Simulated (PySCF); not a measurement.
Delta-SCF ions had no search for a lower state. Excitations are Tamm–Dancoff values on a coarser integration grid. The basis has no diffuse functions, so Rydberg states are missing or too high.

Cartesian coordinates (Å):
```xyz
19

B      0.0225    -0.0622    -0.2151
C      0.8283     0.9301    -1.1909
H      0.9126     0.4470    -2.1813
H      1.8624     1.1444    -0.8678
H      0.3192     1.8961    -1.3671
C      0.8179    -1.3431     0.3269
H      0.2841    -1.8749     1.1331
H      1.8426    -1.1254     0.6778
H      0.9302    -2.0615    -0.5056
C     -1.5275    -0.2862    -0.5745
H     -2.0802    -0.8448     0.2005
H     -1.5945    -0.8815    -1.5028
H     -2.0805     0.6509    -0.7805
C      0.9307     1.5560     1.9317
O     -0.1945     0.9333     1.3106
H      1.3984     2.3004     1.2694
H      1.6540     0.7596     2.1422
H      0.6232     2.0268     2.8780
H     -0.8657     1.5934     1.0846
```
Charge 0, multiplicity 1.

Problem. What is the computed HOMO, T1 excitation (TDA), total energy, HOMO–LUMO gap, charge on the central atom (meta-Löwdin), vertical ionisation energy (Delta-SCF), dipole moment and S1–T1 gap (TDA) (M06-2X/def2-TZVP // B3LYP-D3(BJ)/def2-SVP (PySCF 2.14.0))?

Solution. 
```json
{
 "HOMO": "-8.90 eV",
 "T1 excitation (TDA)": "7.12 eV",
 "total_energy": "-7083.17 eV",
 "HOMO–LUMO gap": "9.83 eV",
 "charge on the central atom (meta-Löwdin)": "0.20 e",
 "vertical ionisation energy (Delta-SCF)": "9.84 eV",
 "dipole_moment": "3.68 D",
 "S1–T1 gap (TDA)": "0.10 eV"
}
```
